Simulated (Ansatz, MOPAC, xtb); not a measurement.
Spectroscopic constants of SN-, multiplicity 3 (lowest of 2S+1 = 1, 3, 5 at CCSD(T)/def2-TZVPP on PBE0 minima; our sources give no spin for the ground state, which may be another).

Seven points along R, fitted to fifth degree in 1/R; most abundant isotopes. In def2 and cc sets the state is the lowest found near the PBE0 minimum, followed along R.

Codes used: Ansatz (an electronic-structure program); MOPAC for PM6, PM7 (differences of heats of formation); xtb for the GFN methods. Values without a source in brackets are computed. The GFN methods have no spin term and hold the electronic entropy of 300 K.

| level | r_e (Å) | ω_e (cm⁻¹) | α_e (cm⁻¹) | B_e (cm⁻¹) |
|---|---|---|---|---|
| PM6 | 1.597 | 956 | 0.0046 | 0.679 |
| PM7 | 1.615 | 973 | 0.0042 | 0.664 |
| GFN1-xTB | 1.611 | 968 | 0.0058 | 0.667 |
| GFN2-xTB | 1.557 | 1074 | 0.0063 | 0.714 |
| SVWN5/def2-TZVPP | 1.585 | 966 | 0.0061 | 0.689 |
| PBE/def2-TZVPP | 1.606 | 923 | 0.0061 | 0.671 |
| r2SCAN/def2-TZVPP | 1.597 | 942 | 0.0061 | 0.679 |
| B97M-V/def2-TZVPP | 1.594 | 947 | 0.0062 | 0.681 |
| B3LYP/def2-TZVPP | 1.599 | 933 | 0.0062 | 0.677 |
| PBE0/def2-TZVPP | 1.588 | 969 | 0.0060 | 0.686 |
| BHLYP/def2-TZVPP | 1.583 | 970 | 0.0061 | 0.691 |
| CAM-B3LYP/def2-TZVPP | 1.584 | 974 | 0.0060 | 0.690 |
| wB97X-V/def2-TZVPP | 1.586 | 988 | 0.0057 | 0.688 |
| wB97M-V/def2-TZVPP | 1.587 | 977 | 0.0059 | 0.688 |
| B2PLYP/def2-TZVPP | 1.595 | 952 | 0.0060 | 0.681 |
| CCSD/aug-cc-pV(T+d)Z | 1.591 | 943 | 0.0064 | 0.684 |
| CCSD/def2-TZVPP | 1.599 | 943 | 0.0062 | 0.677 |
| CCSD/aug-cc-pV(Q+d)Z | 1.583 | 955 | 0.0064 | 0.691 |
| CCSD/def2-QZVPP | 1.587 | 954 | 0.0063 | 0.687 |
| CCSD(T)/aug-cc-pV(T+d)Z | 1.596 | 931 | 0.0064 | 0.679 |
| CCSD(T)/def2-TZVPP | 1.604 | 932 | 0.0061 | 0.673 |
| CCSD(T)/aug-cc-pV(Q+d)Z | 1.588 | 943 | 0.0064 | 0.686 |
| CCSD(T)/def2-QZVPP | 1.592 | 942 | 0.0063 | 0.683 |
| CCSD(T)/CBS(aug-cc-pV(T+d)Z, aug-cc-pV(Q+d)Z) | 1.585 | 951 | 0.0064 | 0.689 |
| CCSD(T)/CBS(def2-TZVPP, def2-QZVPP) | 1.588 | 950 | 0.0064 | 0.687 |

Correlated levels freeze the cores. CBS: X⁻³ extrapolation of the correlation energy, Hartree–Fock from the larger set. The state that PM6, PM7 reach isn't checked; PM7 holds dispersion and hydrogen-bond terms.
